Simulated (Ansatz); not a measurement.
Reaction (formal exchange of groups at the Si–O bond): `NCCO[SiH3]` + `C[SeH]` → `[SiH3][SeH]` + `COCCN`

Calculated with Ansatz (gas phase, PBE0-D4/def2-TZVP geometries, no zero-point term in ΔE). CCSD(T)/CBS adds triple-zeta CCSD(T) − MP2 to the extrapolated MP2 energy (def2 sets, frozen cores). Functionals use def2-TZVPP. For Se outer-core shells are correlated without core-valence functions, which leaves a few kJ/mol of doubt a bond. Scalar relativity is left out up to krypton. Each species was taken in one conformer, which may not be the lowest.

```
         level  ΔE (kJ/mol)
     revPBE-D4         53.8
       PBE0-D4         55.5
  CAM-B3LYP-D4         68.7
       ωB97M-V         65.4
      PBE-QIDH         63.4
 CCSD/def2-SVP         48.9
MP2/def2-QZVPP         73.2
 MP2/CBS(def2)         71.9
```

Problem. What does CCSD(T)/CBS give? (Estimate.)

Solution. The calculation gave: +66.7 kJ/mol. The listed levels differ from it by -12.9, -11.2, 2.0, -1.3, -3.3, -17.8, 6.5, 5.2 kJ/mol.

Problem. What do rigid-rotor, harmonic-oscillator terms from PBE0-D4/def2-TZVP frequencies (298.15 K, 1 bar) make of the CCSD(T)/CBS value? (Estimate.)

Solution. Computed: ΔZPE = +1.8 kJ/mol, ΔH = +68.1 kJ/mol, ΔS = -6 J/(mol·K), ΔG = +69.7 kJ/mol. Modes under 50 cm⁻¹ make the entropy rough.

Largest T1 diagnostic among the species: 0.010.

From BLYP to BHLYP (50 % exact exchange), in def2-TZVPP and without D4, ΔE moves by +4.8 kJ/mol. At CCSD(T), def2-SVP lies −19.0 kJ/mol from the extrapolated value and def2-TZVPP +1.7 kJ/mol.

CCSD(T)/CBS has its own doubt, a few kJ/mol and more with outer-core shells, so smaller differences from it don't rank the levels.
